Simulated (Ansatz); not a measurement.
## Molecular dynamics of C2H8BN3

The input (input.yaml):

```yaml
crystal:
  periodic: [false, false, false]
  atoms:
    - { symbol: B, position_ang: [0.650032, -1.287728, 1.864701] }
    - { symbol: C, position_ang: [0.480997, 0.057232, 0.982896] }
    - { symbol: "N", position_ang: [1.273006, 1.331801, 1.271036] }
    - { symbol: "N", position_ang: [-0.420766, -0.327456, -0.052982] }
    - { symbol: C, position_ang: [-1.029751, 0.7946, -1.022489] }
    - { symbol: "N", position_ang: [-0.010463, 1.150354, -1.926244] }
    - { symbol: H, position_ang: [-0.264921, -2.167377, 1.989567] }
    - { symbol: H, position_ang: [1.531685, -1.839704, 2.253943] }
    - { symbol: H, position_ang: [1.358824, 1.143164, 2.307461] }
    - { symbol: H, position_ang: [0.566174, 2.220339, 1.122213] }
    - { symbol: H, position_ang: [-2.170224, 0.536141, -1.098028] }
    - { symbol: H, position_ang: [-1.268516, 1.829733, -0.406018] }
    - { symbol: H, position_ang: [-0.217697, 2.043655, -2.47161] }
    - { symbol: H, position_ang: [0.192402, 0.54704, -2.855691] }
magnetization:
  spin_polarized: true
basis:
  gaussian: { orbitals: STO-3G }
hamiltonian:
  xc: pbe
  dispersion: d4
md:
  timestep: 1.0
  n_steps: 266
  ensemble: nvt_langevin
  temperature: 200.0
  initial_velocities: maxwell_boltzmann
  seed: 501366
  friction: 0.02
```

Launched with:

```bash
$ ansatz run input.yaml --threads 1 --pin off --max-ram 2048MiB --backend cpu --events-out ev --progress --plain --runs-dir out
```

It goes on from the last frame of an earlier run, with new velocities.

Output, in part (step lines, the closing report, with atoms numbered from 0):

```
md step     0: t =     0.00 fs  T =   185.7 K  F+E_penalty+E_count = -7243.56131511 eV  E_kin = 0.336076 eV  (43 SCF iters)
[... lines left out ...]
Total energy: -7246.36533998 eV, -266.2990144814 hartree
Atom 0 at    -0.007771    -1.605590     1.538835 Å, force     1.841615     0.995106    -0.299247 eV/Å
Atom 1 at     0.248611    -0.399565     0.559388 Å, force    -1.780712    -0.183344    -0.326084 eV/Å
Atom 2 at     1.330865     0.488852     0.445518 Å, force     1.422111    -1.388668     2.184071 eV/Å
Atom 3 at    -0.971976    -0.137606    -0.101251 Å, force     0.469456    -0.293811     0.287120 eV/Å
Atom 4 at    -0.924767     1.181188    -0.862747 Å, force     0.453832    -0.066923     0.269549 eV/Å
Atom 5 at     0.431727     1.489867    -1.479093 Å, force     0.493422     1.497690    -2.063346 eV/Å
Atom 6 at    -0.983468    -2.242914     1.495184 Å, force    -0.322845    -0.105198    -0.065100 eV/Å
Atom 7 at     0.871317    -1.836859     2.309601 Å, force    -0.414082    -0.164128     0.060031 eV/Å
Atom 8 at     2.266243     0.104947     0.737896 Å, force    -0.073079    -0.322413     0.366674 eV/Å
Atom 9 at     1.303135     1.039245    -0.489842 Å, force    -0.772955     0.268954    -0.256287 eV/Å
Atom 10 at    -1.673680     1.183186    -1.661165 Å, force    -0.759436    -0.177509    -0.527571 eV/Å
Atom 11 at    -1.179854     1.992428    -0.166290 Å, force    -0.020336     0.613893     0.463694 eV/Å
Atom 12 at     0.567454     2.520340    -1.763116 Å, force    -0.639194    -0.520850     0.225186 eV/Å
Atom 13 at     0.470297     0.960075    -2.388408 Å, force     0.102202    -0.152799    -0.318692 eV/Å
Dipole moment:     0.331827     0.626761    -0.705768 e Å
```

The steps, from the saved trajectory:

```
time (fs)  T (K)  potential energy less start (eV)
      0.0    186                             0.000
      8.0    776                            -1.331
     16.0    805                            -1.735
     24.0    595                            -1.611
     32.0    575                            -1.794
     40.0    538                            -1.805
     48.0    618                            -2.095
     56.0    459                            -1.814
     64.0    479                            -1.917
     72.0    392                            -1.819
     80.0    488                            -1.997
     88.0    339                            -1.945
     96.0    477                            -2.480
    104.0    225                            -2.206
    112.0    243                            -2.285
    120.0    269                            -2.287
    128.0    276                            -2.355
    136.0    326                            -2.420
    144.0    335                            -2.483
    152.0    364                            -2.589
    160.0    433                            -2.770
    168.0    382                            -2.836
    176.0    333                            -2.785
    184.0    230                            -2.708
    192.0    345                            -2.876
    200.0    298                            -2.897
    208.0    279                            -2.873
    216.0    153                            -2.756
    224.0    212                            -2.901
    232.0    169                            -2.774
    240.0    273                            -2.951
    248.0    236                            -2.982
    256.0    280                            -3.027
    264.0    158                            -2.789
```

All steps were run. The mean temperature of the second half is 40 % above the set value. A run of 0.27 ps of so small a system gives no equilibrium averages. Limits of this set-up: minimal basis.

The same pairs are bonded in the first frame and the last. Pairs count as bonded within 1.25 times the sum of covalent radii (0.12 Å more for H–H).

Last frame:

```xyz
14
Properties=species:S:1:pos:R:3
B -0.008 -1.606 1.539
C 0.249 -0.400 0.559
N 1.331 0.489 0.446
N -0.972 -0.138 -0.101
C -0.925 1.181 -0.863
N 0.432 1.490 -1.479
H -0.984 -2.243 1.495
H 0.871 -1.837 2.310
H 2.266 0.105 0.738
H 1.303 1.039 -0.490
H -1.674 1.183 -1.661
H -1.180 1.992 -0.166
H 0.568 2.520 -1.763
H 0.470 0.960 -2.388
```

Run time: 7.9 min on 1 thread of AMD EPYC 9R45 96-Core Processor (Zen 5) (shared host), peak memory 0.15 GiB.
